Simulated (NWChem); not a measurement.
System meant: C$_{2}$H$_{4}$ClFSi; SMILES F/C=C(/[SiH3])Cl

NWChem input:

```
start job
memory heap 200 mb stack 900 mb global 1100 mb
geometry units angstroms noautoz
  F     -0.884283     2.207423     0.000000
  C     -1.105709     0.906754     0.000000
  C     -0.134664    -0.012840     0.000000
  Si    -0.452690    -1.860353     0.000000
  Cl     1.527455     0.489530     0.000000
  H     -2.168484     0.645115     0.000000
  H      0.155557    -2.474191    -1.215524
  H      0.155557    -2.474191     1.215524
  H     -1.930962    -2.077349     0.000000
end
basis spherical
  * library def2-svp
end
dft
  odft
  mult 2
  xc pbe0
  iterations 150
  mulliken
end
task dft energy
```

End of the output:

```
 Summary of "ao basis" -> "ao basis" (spherical)
 ------------------------------------------------------------------------------
       Tag                 Description            Shells   Functions and Types
 ---------------- ------------------------------  ------  ---------------------
 F                          def2-svp                 6       14   3s2p1d
 C                          def2-svp                 6       14   3s2p1d
 Si                         def2-svp                 8       18   4s3p1d
 Cl                         def2-svp                 8       18   4s3p1d
 H                          def2-svp                 3        5   2s1p

 Summary of "ao basis" -> "ao basis" (spherical)
 ------------------------------------------------------------------------------
       Tag                 Description            Shells   Functions and Types
 ---------------- ------------------------------  ------  ---------------------
 F                          def2-svp                 6       14   3s2p1d
 C                          def2-svp                 6       14   3s2p1d
 Si                         def2-svp                 8       18   4s3p1d
 Cl                         def2-svp                 8       18   4s3p1d
 H                          def2-svp                 3        5   2s1p

      Symmetry analysis of basis
      --------------------------

        a'         69
        a"         29

  number of electrons :                   56
  multiplicity        :                    2
 ------------------------------------------------------------------------
  no. of electrons and multiplicity not compatible                  56
 ------------------------------------------------------------------------
 ------------------------------------------------------------------------
  current input line :
    24: task dft energy
 ------------------------------------------------------------------------
 ------------------------------------------------------------------------
 There is an error in the input file
 ------------------------------------------------------------------------
 For more information see the NWChem manual at https://nwchemgit.github.io

0: no. of electrons and multiplicity not compatible:Received an Error in Communication
```

What is wrong, and how is it mended?

The program refused the input. Cause: the multiplicity doesn't fit the number of electrons (an even count wants an odd multiplicity, and the reverse). This input runs:
```
start job
memory heap 200 mb stack 900 mb global 1100 mb
geometry units angstroms noautoz
  F     -0.884283     2.207423     0.000000
  C     -1.105709     0.906754     0.000000
  C     -0.134664    -0.012840     0.000000
  Si    -0.452690    -1.860353     0.000000
  Cl     1.527455     0.489530     0.000000
  H     -2.168484     0.645115     0.000000
  H      0.155557    -2.474191    -1.215524
  H      0.155557    -2.474191     1.215524
  H     -1.930962    -2.077349     0.000000
end
basis spherical
  * library def2-svp
end
dft
  xc pbe0
  iterations 150
  mulliken
end
task dft energy
```
It converges to -927.28015 Ha (PBE0/def2-SVP).
